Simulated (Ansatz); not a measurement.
A further run on `[H]/C=C/c1ccc(/C=C/c2cccs2)s1`.

```yaml
crystal:
  periodic: [false, false, false]
  atoms:
    - {symbol: H, position_ang: [-6.773959, -0.298486, 0.459218]}
    - {symbol: C, position_ang: [-5.782546, -0.057914, 0.068666]}
    - {symbol: C, position_ang: [-4.671101, -0.453305, 0.720476]}
    - {symbol: C, position_ang: [-3.306878, -0.195017, 0.305813]}
    - {symbol: C, position_ang: [-2.816216, 0.488369, -0.804497]}
    - {symbol: C, position_ang: [-1.411856, 0.530754, -0.867734]}
    - {symbol: C, position_ang: [-0.784356, -0.121383, 0.195622]}
    - {symbol: C, position_ang: [0.611623, -0.299745, 0.491400]}
    - {symbol: C, position_ang: [1.644533, 0.165507, -0.265624]}
    - {symbol: C, position_ang: [3.044912, 0.000824, 0.010179]}
    - {symbol: C, position_ang: [4.108043, 0.468438, -0.755445]}
    - {symbol: C, position_ang: [5.378865, 0.143652, -0.217263]}
    - {symbol: C, position_ang: [5.288692, -0.569291, 0.957465]}
    - {symbol: S, position_ang: [3.649555, -0.850189, 1.412783]}
    - {symbol: S, position_ang: [-1.984398, -0.783635, 1.269172]}
    - {symbol: H, position_ang: [-5.737163, 0.512625, -0.864177]}
    - {symbol: H, position_ang: [-4.784685, -1.023214, 1.650838]}
    - {symbol: H, position_ang: [-3.470816, 0.945078, -1.549929]}
    - {symbol: H, position_ang: [-0.856960, 1.024411, -1.668272]}
    - {symbol: H, position_ang: [0.845101, -0.858599, 1.406319]}
    - {symbol: H, position_ang: [1.427825, 0.725181, -1.183213]}
    - {symbol: H, position_ang: [3.955405, 1.029749, -1.680186]}
    - {symbol: H, position_ang: [6.329542, 0.423873, -0.675421]}
    - {symbol: H, position_ang: [6.096818, -0.947694, 1.583821]}
basis:
  gaussian: {orbitals: "6-31G*"}
magnetization: {spin_polarized: true, initial_magnetization: 2}
hamiltonian: {xc: {name: revPBE}}
output: {forces: true}
```

```sh
$ ansatz run in.yaml --threads 4 --pin off --events-out ev --progress --plain --max-ram 6963MiB
```

It prints (some lines left out):

```
Functional definition: revPBE
  name "revPBE"
  cite "Zhang & Yang, Phys. Rev. Lett. 80, 890 (1998) doi:10.1103/PhysRevLett.80.890"
  cite "Perdew, Burke & Ernzerhof, Phys. Rev. Lett. 77, 3865 (1996) doi:10.1103/PhysRevLett.77.3865"
  parameter kappa = 1.245
  parameter beta = 0.06672455060314922
  exchange = pbe_x(kappa = kappa, mu = beta*pi^2/3)
  correlation = pbe_c(beta = beta)
2808 factors; their error is unknown
mean field evaluation 1: about -34241.7309 eV, gradient 6.7e1 eV
mean field evaluation 2: about -34166.3626 eV, gradient 1.3e2 eV
mean field evaluation 4: about -34256.6859 eV, gradient 3.4e1 eV
mean field evaluation 8: about -34266.6713 eV, gradient 1.9e0 eV
mean field evaluation 16: about -34266.4404 eV, gradient 5.7e-2 eV
mean field evaluation 32: about -34262.9912 eV, gradient 1.3e1 eV
mean field -34266.44037940 eV, -1259.2684573154 hartree, gradient 7.6e-5 eV, S^2 2.012863; 6 other end points of the search recorded, 0 dependent functions left out
the calculation of the forces begins
reference -34266.44043456 eV, -1259.2684593425 hartree; 58, 56 occupied and 180, 182 virtual orbitals, 2808 factors
Total energy: -34266.44043456 eV, -1259.2684593425 hartree
Atom 0 at    -6.773959    -0.298486     0.459218 Å, force    -0.056803     0.018600    -0.034282 eV/Å
Atom 1 at    -5.782546    -0.057914     0.068666 Å, force    -1.059517     0.388017    -0.635131 eV/Å
Atom 2 at    -4.671101    -0.453305     0.720476 Å, force     1.512670    -0.256578     0.427349 eV/Å
Atom 3 at    -3.306878    -0.195017     0.305813 Å, force    -1.487471    -0.518652     0.836277 eV/Å
Atom 4 at    -2.816216     0.488369    -0.804497 Å, force     1.073511     0.733341    -1.189024 eV/Å
Atom 5 at    -1.411856     0.530754    -0.867734 Å, force    -1.343317     0.866669    -1.420767 eV/Å
Atom 6 at    -0.784356    -0.121383     0.195622 Å, force     2.714298    -0.697032     1.148150 eV/Å
Atom 7 at     0.611623    -0.299745     0.491400 Å, force    -3.395159    -0.786625     1.281559 eV/Å
Atom 8 at     1.644533     0.165507    -0.265624 Å, force     3.008346     0.920667    -1.493516 eV/Å
Atom 9 at     3.044912     0.000824     0.010179 Å, force    -2.187246     0.053745    -0.094921 eV/Å
Atom 10 at     4.108043     0.468438    -0.755445 Å, force     1.253648     0.451288    -0.742455 eV/Å
Atom 11 at     5.378865     0.143652    -0.217263 Å, force    -0.100037     0.479579    -0.780790 eV/Å
Atom 12 at     5.288692    -0.569291     0.957465 Å, force     0.490959    -0.327984     0.535028 eV/Å
Atom 13 at     3.649555    -0.850189     1.412783 Å, force    -0.337773    -0.586225     0.966060 eV/Å
Atom 14 at    -1.984398    -0.783635     1.269172 Å, force    -0.045991    -0.834262     1.358097 eV/Å
Atom 15 at    -5.737163     0.512625    -0.864177 Å, force    -0.080485     0.006592    -0.010619 eV/Å
Atom 16 at    -4.784685    -1.023214     1.650838 Å, force    -0.002479    -0.016757     0.028381 eV/Å
Atom 17 at    -3.470816     0.945078    -1.549929 Å, force     0.018705     0.032569    -0.052374 eV/Å
Atom 18 at    -0.856960     1.024411    -1.668272 Å, force    -0.023535     0.026613    -0.043390 eV/Å
Atom 19 at     0.845101    -0.858599     1.406319 Å, force    -0.055450    -0.010391     0.012771 eV/Å
Atom 20 at     1.427825     0.725181    -1.183213 Å, force     0.034201     0.015786    -0.028395 eV/Å
Atom 21 at     3.955405     1.029749    -1.680186 Å, force     0.021631     0.018459    -0.030241 eV/Å
Atom 22 at     6.329542     0.423873    -0.675421 Å, force     0.036220     0.021687    -0.035267 eV/Å
Atom 23 at     6.096818    -0.947694     1.583821 Å, force     0.011076     0.000892    -0.002501 eV/Å
Dipole moment:     0.076903     0.160993    -0.262500 e Å
```

Hardware: 4 threads of Intel Xeon 6975P-C on a shared host. Wall time 7 s, peak host memory 0.61 GiB.

The 6-31G sets use Cartesian d functions.
